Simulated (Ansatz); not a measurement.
The first iterations of a band of FH$_{5}$SeSi$_{2}$ (9 atoms, charge 0, multiplicity 1).

Computed with RKS PBE0/def2-SVP (Ansatz 0.2.0).

- movable images: 5
- climbing image: yes
- spring: 5.0 eV/Å²
- optimiser: quadratic models (default)
- start path: IDPP
- force threshold: 0.05 eV/Å
- iteration limit: 10
- end points: relaxed

Initial state:

```xyz
9
Properties=species:S:1:pos:R:3
F -1.929 2.474 0.392
Si -0.637 1.506 0.238
Se -1.444 -0.594 -0.093
Si 0.621 -1.575 -0.251
H 0.161 1.970 -0.929
H 0.162 1.587 1.491
H 1.406 -1.377 1.003
H 1.396 -1.012 -1.397
H 0.353 -3.024 -0.471
```

Final state:

```xyz
9
Properties=species:S:1:pos:R:3
F -2.178 1.162 -0.077
Si -0.637 1.531 0.279
Se 0.340 -0.078 1.536
Si 0.715 -1.539 -0.195
H 0.073 1.696 -1.018
H -0.634 2.769 1.100
H 1.233 -2.787 0.434
H 1.726 -0.983 -1.142
H -0.550 -1.816 -0.935
```

| iteration | highest image above the first end (eV) | largest band force component (eV/Å) |
| --- | --- | --- |
| 1 | 0.437 | 1.026 |
| 2 | 0.150 | 0.599 |

Task: Does the band converge within its limit, and where does its top end?

Result: The run converged. It ended after 7 iterations with the highest image 0.005 eV above the first end. The top lies less than 8 meV above the higher end, about what the thresholds resolve: that end is a shoulder or a very shallow well. The order of the stationary point at the top wasn't checked.

The run took 89 s on 2 threads of Arm Neoverse V2, on a shared host, peak memory 0.25 GiB.
